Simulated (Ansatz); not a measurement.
`[F][AlH][SeH]` + `C[SeH]` → `C[Se][AlH][F]` + H₂Se at 700 K and 1 bar (ligand exchange at the Al–Se bond).

Computed with Ansatz on PBE0-D4/def2-TZVP structures; ΔE is electronic, products minus reactants. CBS: MP2 limit from def2 TZ/QZ plus the TZ coupled-cluster correction, frozen cores. For Se outer-core shells are correlated without core-valence functions, which leaves a few kJ/mol of doubt a bond. Scalar relativity is left out up to krypton. Each species was taken in one conformer, which may not be the lowest.

| species | CCSD(T)/CBS energy (Eh) | H − E (kJ/mol) | S (J/(mol·K)) |
| --- | --- | --- | --- |
| `[F][AlH][SeH]` | -2743.83001 | 94.9 | 375.3 |
| `C[SeH]` | -2441.15625 | 157.6 | 325.3 |
| `C[Se][AlH][F]` | -2783.08628 | 191.7 | 444.4 |
| H₂Se | -2401.89790 | 61.1 | 251.1 |

H − E and S are ideal-gas, rigid-rotor, harmonic terms from PBE0-D4/def2-TZVP, for one conformer and one mirror image of each species. 1 Eh = 2625.50 kJ/mol, R = 8.31446 J/(mol·K).

Problem. By hand: ΔE, ΔH, ΔS and ΔG.

Solution. ΔE = (-2783.08628) + (-2401.89790) − (-2743.83001) − (-2441.15625) = 0.00208 Eh = 5.5 kJ/mol. Δ(H − E) = 191.7 + 61.1 − 94.9 − 157.6 = 0.3, so ΔH = 5.8 kJ/mol. ΔS = 444.4 + 251.1 − 375.3 − 325.3 = -5.1 J/(mol·K). ΔG = 5.8 − 700 × (-5.1)/1000 = 9.4 kJ/mol.

Problem. By hand: the equilibrium constant, and the temperature at which ΔG would vanish if ΔH and ΔS stayed fixed.

Solution. log₁₀ K = −ΔG/(RT ln 10) = -0.7. ΔH and −TΔS have one sign here, so there is no such temperature.

TΔS isn't small against ΔH here. A doubt of 5 kJ/mol in ΔE shifts log₁₀ K by 0.4 here. Other conformers and mirror images would add mixing entropy, several J/(mol·K) or more a flexible species. These are equilibria of isolated gas molecules and say nothing of rates. Largest T1 diagnostic: 0.011 (customary marks: 0.02 for closed shells, 0.045 for open ones).

ΔS is within the doubt of such terms, so its sign, and with it that verdict, could turn.
